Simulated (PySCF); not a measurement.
TeF6.
Cartesian coordinates in Å at the PBE0-D3(BJ)/def2-SVP level; atoms count from 1:
```
atom  x, y, z in Å
F1    -0.606   -1.499   -0.961
Te2    0.005   -0.004   -0.007
F3     1.724   -0.753    0.066
F4     0.615    1.490    0.947
F5    -1.711    0.749   -0.080
F6    -0.434   -0.855    1.606
F7     0.443    0.843   -1.622
```

Theory: PBE0-D3(BJ)/def2-SVP geometry optimisation, gas phase, def2 core potentials past Kr in PySCF.

Take the most abundant isotopes and a rigid rotor. 

**Question.** Give the principal moments of inertia and the rotational constants in cm⁻¹.

**Answer.** Ia = 267.19, Ib = 267.22, Ic = 267.59 u·Å²; 505379 MHz·u·Å²/I gives 1891, 1891 and 1889 MHz, that is A = 0.06309, B = 0.06309, C = 0.06300 cm⁻¹.

**Question.** Classify the top.

**Answer.** A spherical top, as the point group Oh requires three equal moments; the computed ones differ by 0.15 % because the geometry is symmetric only within the optimiser's tolerance.

The point group Oh allows no dipole (computed: 0.00 D), so a rigid rotor has no electric-dipole lines.

**Question.** Estimate the classical rotational partition function at 25 K, 100 K and 500 K.

**Answer.** Point group Oh, symmetry number σ = 24; q = (√π/σ)·√((kT/h)³/(ABC)), k/h = 20836.6 MHz/K: 338 at 25 K, 2700 at 100 K, 30200 at 500 K.

Not checked by PBE0-D3(BJ)/def2-SVP frequencies. Zero-point vibration and centrifugal distortion are left out.

The run took 68 s of wall time on one thread of an AMD EPYC 7R43, no GPU, shared host with 256 logical CPUs at a one-minute load of 99, and the process peaked at 0.48 GiB of memory. That covers the optimisation of the geometry.
